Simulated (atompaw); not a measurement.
## Before and after: PAW (atompaw) potential for boron

```
Element                 : boron (B)
Generator               : atompaw 4.2.0.5
Type                    : PAW
Functional              : PBE
Relativity              : scalar-relativistic
Frozen core             : [He]
Valence charge          : 3
Reference configuration : 2s2 2p1
Partial waves           : 2s (bound): rc 3.00 bohr; 2s channel at 2.05 Ry: rc 1.20 bohr; 2p (bound): rc 3.00 bohr; 2p channel at 0.75 Ry: rc 3.00 bohr
Local potential         : vpsmatchnc scheme with l = 2 at -0.5 Ry, radius 2.65 bohr
Core correction         : smooth core density matched at 2.15 bohr
Augmentation charge     : besselshape compensation charge, radius 3.00 bohr; PAW radius 3.00 bohr; waves and projectors: custom polynom2 7 10 vanderbiltortho
```

All-electron outer shells of the reference configuration (PBE, scalar-relativistic, ld1.x):

```csv
shell,level (eV),outermost node (bohr),outermost maximum (bohr)
1s,-180.59,–,0.21
2s,-9.44,0.46,1.52
2p,-3.61,–,1.57
```

Change: all radii scaled by about 0.95 (s 2.86, p 2.86 bohr); local potential vpsmatchnc scheme with l = 2 at -0.5 Ry, radius 2.52 bohr; augmentation besselshape compensation charge, radius 2.86 bohr; PAW radius 2.86 bohr; waves and projectors: custom polynom2 7 10 vanderbiltortho; core correction smooth core density matched at 2.04 bohr.

Cutoffs: the cutoffs (Ry, on a coarse ladder) from which the occupation-weighted sum of valence levels, in a spherical-Bessel basis at the reference potential, stays within 10 and 1 mRy of its value at 400 Ry; they do not see the model core or the augmentation charge, which bear on the density cutoff.

Q: What does the change do?

A: The potential gets harder (8 Ry and 21 Ry → 10 Ry and 25 Ry); neither file shows a bound ghost. A smaller radius makes the pseudo-wave follow the all-electron one further in, where it bends more sharply, so more plane waves are needed.

```tsv
quantity	base	changed
cutoff, loose	8 Ry	10 Ry
cutoff, tight	21 Ry	25 Ry
bound ghosts	none	none
lowest overlap eigenvalue by channel	s 0.86, p 0.88	s 0.85, p 0.91
```

 The cutoffs see the waves, projectors and local potential, not the compensation charge or the core.
